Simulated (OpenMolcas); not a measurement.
## W⁺: effect of the level shift or regulariser

```json
{"Program": "OpenMolcas 26.06", "Basis": "ANO-RCC-VQZP [9s8p6d4f3g2h]", "Scalar Hamiltonian": "DKH2, point nucleus", "Active space": "5 electrons in 6 orbitals (5d 6s)", "State averaging": "2S+1 = 6 even, 6 roots; 2S+1 = 4 even, 81 roots kept (CI in the orbitals of an earlier block); 2S+1 = 2 even, 125 roots kept (CI in the orbitals of an earlier block, 113 in the spin-orbit step)", "Spin-orbit coupling": "state interaction with AMFI integrals over the reference wave functions, term energies averaged over their components"}
```

Methods on the same reference wave functions:
A. CASSCF
B. MS-CASPT2, IPEA 0.25 Eh, imaginary shift 0.1 Eh (closed shells correlated: 5s 5p)
C. MS-CASPT2, IPEA 0.25 Eh, imaginary shift 0.3 Eh (closed shells correlated: 5s 5p)

Energies in cm⁻¹ above 5d⁴ 6s ⁶D_1/2, the measured ground level; measured values from NIST Handbook of Basic Atomic Spectroscopic Data.

| Level | A | B | C | Measured |
| --- | --- | --- | --- | --- |
| 5d⁴ 6s ⁶D_1/2 | 0.0 | 0.0 | 0.0 | 0.0 |
| 5d⁴ 6s ⁶D_3/2 | 1337 | 1650 | 1642 | 1519 |
| 5d⁴ 6s ⁶D_5/2 | 2954 | 3420 | 3410 | 3172 |
| 5d⁴ 6s ⁶D_7/2 | 4583 | 4950 | 4940 | 4716 |
| 5d⁴ 6s ⁶D_9/2 | 6214 | 6290 | 6290 | 6147 |
| 5d⁵ ⁶S_5/2 | 8432 | 7790 | 7820 | 7420 |
| 5d⁴ 6s ⁴P_1/2(1) [59 %] | 12301 | 9490 | 9550 |  |
| 5d⁴ 6s ⁴F_3/2(1) [62 %] | 16276 | 12030 | 12100 |  |
| 5d⁴ 6s ⁴D_1/2(1) [65 %] | 18310 | 13810 | 13880 |  |
| 5d⁴ 6s ⁴D_3/2(1) [68 %] | 20012 | 15720 | 15790 |  |
| 5d⁴ 6s ⁴H_11/2 [57 %] | 21349 | 18610 | 18600 |  |
| 5d⁴ 6s ⁴H_13/2 | 23452 | 20690 | 20680 |  |
| 5d⁴ 6s ⁴G_9/2 [52 %] | 23882 | 20520 | 20530 |  |
| 5d⁴ 6s ⁴G_11/2 [53 %] | 25099 | 22140 | 22140 |  |
| 5d⁴ 6s ²F_5/2(1) [62 %] | 25539 | 20910 | 20940 |  |
| 5d⁴ 6s ⁴D_3/2(2) [58 %] | 29058 | 24010 | 24050 |  |
| 5d⁴ 6s ⁴F_5/2(2) [64 %] | 29484 | 22530 | 22620 |  |
| 5d⁴ 6s ⁴D_5/2(2) | 30224 | 25400 | 25440 |  |
| 5d⁴ 6s ²H_11/2(1) [64 %] | 30812 | 25020 | 25080 |  |
| 5d⁵ ⁴G_5/2 [58 %] | 33120 | 27600 | 27670 |  |
| 5d⁴ 6s ²I_11/2 [60 %] | 33762 | 28690 | 28710 |  |
| 5d⁴ 6s ²I_13/2 | 34453 | 30010 | 30000 |  |

Deviations, from unrounded energies. A percentage is the sum of absolute deviations over the sum of measured energies, with the sign that they share, or ± where signs differ.

```
                  Against measurement  Levels      A     B     C
       mean absolute deviation (cm-1)       5    320   230   220
fine structure of the ground term (%)       4   ±3.9  +4.8  +4.6
             other configurations (%)       1  +13.6  +5.0  +5.4
```

B, C lie about equally close to measurement and A furthest from it. The largest miss of C in the table is 5d⁵ ⁶S_5/2, by +400 cm-1. The ranking rests on the paired levels alone, and a cruder setting can come out closer through cancelling errors.

Between B and C the level of the table that moves most is 5d⁴ 6s ⁴F_5/2(2) [64 %], by 90 cm-1 (lowest in B, highest in C). Moves below CASPT2's spread within the term are not significant.

The two smallest mean deviations differ by little beside CASPT2's spread within terms, so their order carries little weight.

From A to B the spin-free energies of the other terms of 5d⁴ 6s shown, above ⁶D, scale by factors of 0.65 to 0.82.

The lowest spin-free term lies below A's lowest term by 0.341 hartree in B, 0.341 hartree in C.

Term energies are means over components that CASPT2 splits; among the terms shown or strongly mixed into the levels shown the widest spread is 570 cm-1 (5d⁴ 6s ²H(1), B). Some high roots are left out of the spin-orbit mixing, which shifts the levels that they would mix with. Terms from blocks run as CI alone lack orbitals of their own. Configurations are named by rounded mean occupations; where the s occupation lies near a half they are strongly mixed, a name can repeat and a true partner stay unpaired. A single d shell beside an s shell can misplace configurations of different d count against each other. The CASPT2 spread within a term exceeds the gap to the next term for 5d⁴ 6s ⁴F(2) and 5d⁴ 6s ²G(1), so the order of their levels is uncertain (figures for B; the like holds for C). Without dynamic correlation excited terms often stand tens of per cent too high (terms of higher spin than the ground term too low), and those without a measured partner can miss by more than the paired ones (holds for A). Blocks of more than 70 roots (2S+1 = 4 even, 2 even) ran without multistate coupling (holds for B; C). Computed and measured levels are paired by configuration, term and J; levels that our copy of the source lacks, or whose pairing is in doubt (as where it misses far off the trend of its configuration), stay unpaired and out of the deviations. Levels of configurations outside the active space are missing. The table leaves out levels that lie high or whose names do not pair safely across all columns.

A share in square brackets marks a mixed level and gives the weight of the term that names it, the lowest over the columns. A number in round brackets counts repeated terms of one configuration in the order of the reference energies.
